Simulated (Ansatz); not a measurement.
Basis sets compared for InN₂. The state is a doublet with charge 0. Geometry r2SCAN-D4/def2-TZVP. Ansatz on 4 threads of Intel Xeon Platinum 8488C on a shared host; times are rough, and most runs start from earlier orbitals.

Cartesian coordinates in Å:
```
In -0.880 -0.799 1.430
N 0.393 0.896 -0.466
N 0.487 -0.097 -0.963
```

In the def2 sets In takes a core potential; there is no spin–orbit coupling. The structure comes from a short search, and lower isomers may exist.

Binding counts from free atoms (In doublet, N quartet) in the same basis, without a counterpoise term.

```csv
level,functions,energy (Eh),HOMO (eV),LUMO (eV),binding per atom (eV),wall time
PBE-D4/def2-SVP,54,-299.4416,-3.10,-2.65,3.60,0.4 s
PBE-D4/def2-TZVP (with forces),112,-299.5764,-3.15,-2.68,3.58,1.1 s
r2SCAN-D4/def2-TZVP,112,-299.6974,-3.37,-2.50,3.21,1.6 s
PBE0-D4/def2-SVP,54,-299.4267,-3.80,-1.93,3.26,0.6 s
PBE0-D4/def2-TZVP,112,-299.5608,-3.83,-1.95,3.26,3 s
```

Problem. Estimate the rows for PBE-D4/def2-TZVPD, r2SCAN-D4/def2-TZVPD, PBE0-D4/def2-TZVPD.

Solution. 
```tsv
level	functions	energy (Eh)	HOMO (eV)	LUMO (eV)	binding per atom (eV)	wall time
PBE-D4/def2-TZVPD	130	-299.5771	-3.17	-2.69	3.59	1.1 s
r2SCAN-D4/def2-TZVPD	130	-299.6979	-3.38	-2.50	3.21	2.1 s
PBE0-D4/def2-TZVPD	130	-299.5614	-3.84	-1.95	3.26	1.2 s
```
